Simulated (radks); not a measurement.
Task: The iron ion Fe22+, [He] 2s2. All-electron calculation, non-relativistic Kohn-Sham, exchange-only LDA, spin-polarised, spherical densities, point nucleus. Program: a radial shooting solver on a logarithmic mesh with Libxc functionals. Every spin shell is full or empty, so the densities are truly spherical. Functionals are evaluated on that one density, not self-consistently. Rank these exchange functionals by their error against the exact value of the orbitals, and give that value: LDA, PBE, PW91, PW86, SOGGA, B86b, APBE, SCAN, r2SCAN, MS2, Tao-Mo, TASK, MVS.

Result: Exact: -20.6647 hartree. From best to worst, with 100 (|E| - |E exact|)/|E exact| (equal figures are ties): B86b -0.04, SCAN -0.45, MS2 +0.54, r2SCAN -0.55, PW91 -0.57, APBE +0.65, Tao-Mo +0.72, PW86 +0.76, MVS -0.79, PBE -0.89, TASK -3.43, SOGGA -5.25, LDA -12.42.
